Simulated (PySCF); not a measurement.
PySCF input file for RbF, SMILES [Rb][F], TDA-ωB97X/def2-TZVPD. The structure is a stationary point at PBE-D3(BJ)/def2-TZVPD. The def2 effective core potentials stand for the cores of Rb; spin–orbit coupling is left out.

```python
import numpy as np
from pyscf import gto, scf, dft, tdscf

mol = gto.M(
    atom='''
    Rb    0.00000000    0.00000000   -0.46346497
    F     0.00000000    0.00000000    1.90535601
    ''',
    basis='def2-TZVPD',
    ecp={'Rb': 'def2-tzvp'},
    charge=0,
    spin=0,
    symmetry=True,
    symmetry_subgroup='C2v',
    max_memory=1600,
    verbose=4,
)
mf = dft.RKS(mol, xc='wb97x').density_fit(auxbasis='def2-universal-jkfit')
mf.grids.level = 3
mf.conv_tol = 1e-9
mf.max_cycle = 100
mf.kernel()
mf.grids = dft.Grids(mol).set(level=1).build(with_non0tab=True)  # coarser grid for the response kernel
td = tdscf.TDA(mf)
td.singlet = True
td.nstates = 10
td.conv_tol = 1e-4
td.kernel(x0=td.get_init_guess(mf, 15))
td.analyze()
tt = tdscf.TDA(mf)
tt.singlet = False
tt.nstates = 4
tt.conv_tol = 1e-4
tt.kernel(x0=tt.get_init_guess(mf, 9))
tt.analyze(verbose=3)
```

Program output:

```
PySCF version 2.14.0

[INPUT] verbose = 4
[INPUT] num. atoms = 2
[INPUT] num. electrons = 18
[INPUT] charge = 0
[INPUT] spin (= nelec alpha-beta = 2S) = 0
[INPUT] symmetry True subgroup C2v
[INPUT] Mole.unit = angstrom
[INPUT] Symbol           X                Y                Z      unit          X                Y                Z       unit  Magmom
[INPUT]  1 Rb     0.000000000000   0.000000000000  -0.463464970000 AA    0.000000000000   0.000000000000  -0.875821861630 Bohr   0.0
[INPUT]  2 F      0.000000000000   0.000000000000   1.905356010000 AA    0.000000000000   0.000000000000   3.600601028694 Bohr   0.0

nuclear repulsion = 18.0948051568338
point group symmetry = Coov, use subgroup C2v
symmetry origin: [0.00000000e+00 0.00000000e+00 8.21620059e-09]
symmetry axis x: [1. 0. 0.]
symmetry axis y: [0. 1. 0.]
symmetry axis z: [0. 0. 1.]
num. orbitals of irrep A1 = 34
num. orbitals of irrep A2 = 7
num. orbitals of irrep B1 = 16
num. orbitals of irrep B2 = 16
number of shells = 27
number of NR pGTOs = 98
number of NR cGTOs = 73
basis = def2-TZVPD
ecp = {'Rb': 'def2-tzvp'}


[settings echo left out]
init E= -120.958029660931
HOMO (A1) = -0.669701272690595  LUMO (A1) = -0.171837489025876  gap/eV = 13.54756
cycle= 1 E= -123.874252839455  delta_E= -2.92  |g|= 0.884  |ddm|= 2.29
HOMO (A1) = -0.0561684155786206  LUMO (A1) = -0.000661681963903607  gap/eV = 1.51042
cycle= 2 E= -123.723141172902  delta_E= 0.151  |g|=  1.4  |ddm|= 1.02
HOMO (A1) = -0.307366388060856  LUMO (A1) = -0.000478160879626968  gap/eV = 8.35085
cycle= 3 E= -124.017577344386  delta_E= -0.294  |g|= 0.0453  |ddm|= 0.54
HOMO (A1) = -0.313956129013746  LUMO (A1) = 0.00319468875500199  gap/eV = 8.63011
cycle= 4 E= -124.018201360674  delta_E= -0.000624  |g|= 0.0191  |ddm|= 0.0709
HOMO (A1) = -0.318468828720519  LUMO (A1) = 0.00316569369020244  gap/eV = 8.75212
cycle= 5 E= -124.018272379231  delta_E= -7.1e-05  |g|= 0.00327  |ddm|= 0.0162
HOMO (A1) = -0.319750500346323  LUMO (A1) = 0.00282280192796202  gap/eV = 8.77767
cycle= 6 E= -124.018277017368  delta_E= -4.64e-06  |g|= 0.000585  |ddm|= 0.00502
HOMO (A1) = -0.319743633003043  LUMO (A1) = 0.00272286609403634  gap/eV = 8.77476
cycle= 7 E= -124.018277548886  delta_E= -5.32e-07  |g|= 0.000193  |ddm|= 0.00212
HOMO (A1) = -0.319717608858738  LUMO (A1) = 0.0027431510518234  gap/eV = 8.77460
cycle= 8 E= -124.018277620576  delta_E= -7.17e-08  |g|= 3.82e-05  |ddm|= 0.00101
HOMO (A1) = -0.3197222901372  LUMO (A1) = 0.00274534327453139  gap/eV = 8.77479
cycle= 9 E= -124.0182776224  delta_E= -1.82e-09  |g|= 7.94e-06  |ddm|= 0.000143
HOMO (A1) = -0.319722026643191  LUMO (A1) = 0.00274335040211981  gap/eV = 8.77473
cycle= 10 E= -124.018277622496  delta_E= -9.6e-11  |g|= 1.48e-06  |ddm|= 3.03e-05
HOMO (A1) = -0.319722243220028  LUMO (A1) = 0.00274346745597149  gap/eV = 8.77474
Extra cycle  E= -124.018277622498  delta_E= -1.88e-12  |g|= 5.38e-07  |ddm|= 3.22e-06
converged SCF energy = -124.018277622498
tot grids = 13392


******** <class 'pyscf.tdscf.rks.TDA'> for <class 'pyscf.df.df_jk.DFSymAdaptedRKS'> ********
nstates = 10 singlet
deg_eia_thresh = 1.000e-03
wfnsym = None
conv_tol = 0.0001
eigh lindep = 1e-12
eigh level_shift = 0
eigh max_cycle = 100


Excitation energies (eV)
[5.39687944 5.39687944 5.4058152  6.61987159 6.61987159 6.63196527
 6.63412724 6.66001498 6.69693159 6.81324743]

** Singlet excitation energies and oscillator strengths **
Excited State   1:   B2      5.39688 eV    229.73 nm  f=0.0182
       8 -> 10       -0.54532
       8 -> 13        0.26376
       8 -> 18       -0.24833
       8 -> 19       -0.19292
       8 -> 22       -0.12631
       8 -> 27        0.12624
Excited State   2:   B1      5.39688 eV    229.73 nm  f=0.0182
       7 -> 10        0.54532
       7 -> 13       -0.26376
       7 -> 18        0.24833
       7 -> 19        0.19292
       7 -> 22        0.12631
       7 -> 27       -0.12624
Excited State   3:   A1      5.40582 eV    229.35 nm  f=0.0346
       9 -> 10       -0.55180
       9 -> 13        0.25622
       9 -> 18       -0.24790
       9 -> 19       -0.19012
       9 -> 22       -0.11927
       9 -> 27        0.11810
Excited State   4:   B2      6.61987 eV    187.29 nm  f=0.0015
       9 -> 12        0.55465
       9 -> 17        0.37852
       9 -> 21        0.12199
       9 -> 26        0.17416
Excited State   5:   B1      6.61987 eV    187.29 nm  f=0.0015
       9 -> 11       -0.55465
       9 -> 16       -0.37852
       9 -> 20       -0.12199
       9 -> 25       -0.17416
Excited State   6:   A2      6.63197 eV    186.95 nm  f=0.0000
       7 -> 12       -0.38060
       7 -> 17       -0.28112
       7 -> 26       -0.13355
       8 -> 11       -0.38060
       8 -> 16       -0.28112
       8 -> 25       -0.13355
Excited State   7:   A1      6.63413 eV    186.89 nm  f=0.0000
       7 -> 11        0.37966
       7 -> 16        0.28211
       7 -> 25        0.13366
       8 -> 12       -0.37966
       8 -> 17       -0.28211
       8 -> 26       -0.13366
Excited State   8:   A2      6.66001 eV    186.16 nm  f=0.0000
       7 -> 12        0.38635
       7 -> 17        0.27733
       7 -> 26        0.12675
       8 -> 11       -0.38635
       8 -> 16       -0.27733
       8 -> 25       -0.12675
Excited State   9:   A1      6.69693 eV    185.14 nm  f=0.0000
       7 -> 11        0.36668
       7 -> 16        0.22811
       8 -> 12        0.36668
       8 -> 17        0.22811
       9 -> 10        0.12741
       9 -> 13        0.16144
       9 -> 18       -0.17933
Excited State  10:   B2      6.81325 eV    181.98 nm  f=0.0273
       8 -> 10        0.35908
       8 -> 13        0.35101
       8 -> 18       -0.39639
       8 -> 19        0.18175
       8 -> 22       -0.10782
       8 -> 27        0.20867

** Transition electric dipole moments (AU) **
state          X           Y           Z        Dip. S.      Osc.
  1         0.0000     -0.3709      0.0000      0.1376      0.0182
  2         0.3709     -0.0000      0.0000      0.1376      0.0182
  3        -0.0000      0.0000     -0.5108      0.2610      0.0346
  4        -0.0000     -0.0961      0.0000      0.0092      0.0015
  5         0.0961      0.0000      0.0000      0.0092      0.0015
  6        -0.0000     -0.0000      0.0000      0.0000      0.0000
  7         0.0000     -0.0000      0.0000      0.0000      0.0000
  8         0.0000      0.0000     -0.0000      0.0000      0.0000
  9        -0.0000      0.0000     -0.0033      0.0000      0.0000
 10         0.0000     -0.4044      0.0000      0.1635      0.0273

WARN: ECP detected. Skipping calculation of transition velocity and magnetic dipole moments, which have not yet been implemented.



******** <class 'pyscf.tdscf.rks.TDA'> for <class 'pyscf.df.df_jk.DFSymAdaptedRKS'> ********
nstates = 4 triplet
deg_eia_thresh = 1.000e-03
wfnsym = None
conv_tol = 0.0001
eigh lindep = 1e-12
eigh level_shift = 0
eigh max_cycle = 100


Excitation energies (eV)
[5.26247751 5.37195293 5.37195293 6.46244971]

** Triplet excitation energies and oscillator strengths **
Excited State   1:   A1      5.26248 eV    235.60 nm  f=0.0000
Excited State   2:   B2      5.37195 eV    230.80 nm  f=0.0000
Excited State   3:   B1      5.37195 eV    230.80 nm  f=0.0000
Excited State   4:   A1      6.46245 eV    191.85 nm  f=0.0000
```

The calculation finished and met its thresholds.

Cost: very roughly 18 core-seconds.
